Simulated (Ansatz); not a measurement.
Mulliken charges of CH₃F₂NOSi (`F[Si]1(F)NCO1`) from r2SCAN/def2-TZVPP in Ansatz (PBE0-D4/def2-TZVP geometry).

| atom | x (Å) | y (Å) | z (Å) | charge (e) |
| --- | --- | --- | --- | --- |
| F1 | 2.083 | -1.229 | 0.509 | -0.296 |
| Si2 | 0.561 | -0.936 | 0.237 | 0.919 |
| F3 | -0.084 | -2.372 | 0.140 | -0.298 |
| N4 | 0.154 | 0.236 | -0.912 | -0.416 |
| C5 | -0.520 | 0.963 | 0.170 | 0.256 |
| O6 | -0.155 | 0.113 | 1.278 | -0.422 |
| H7 | -0.232 | 0.215 | -1.838 | 0.145 |
| H8 | -1.608 | 1.002 | 0.065 | 0.059 |
| H9 | -0.111 | 1.963 | 0.334 | 0.053 |

Problem. By hand: the dipole of these point charges (1 e Å = 4.8032 D).

Solution. Σ q r = (-0.342, 0.505, -0.336) e Å, of length 0.696 e Å = 3.34 D.

Problem. How does the dipole of the full density compare? (An estimate is asked.)

Solution. Computed: (-0.296, 0.297, -0.419) e Å, 2.85 D; the point charges give 1.17 times that, at 18° from its direction.

Point charges leave out the atoms' own dipoles, such as those of lone pairs, and Mulliken's split depends on the basis, so the two needn't agree.
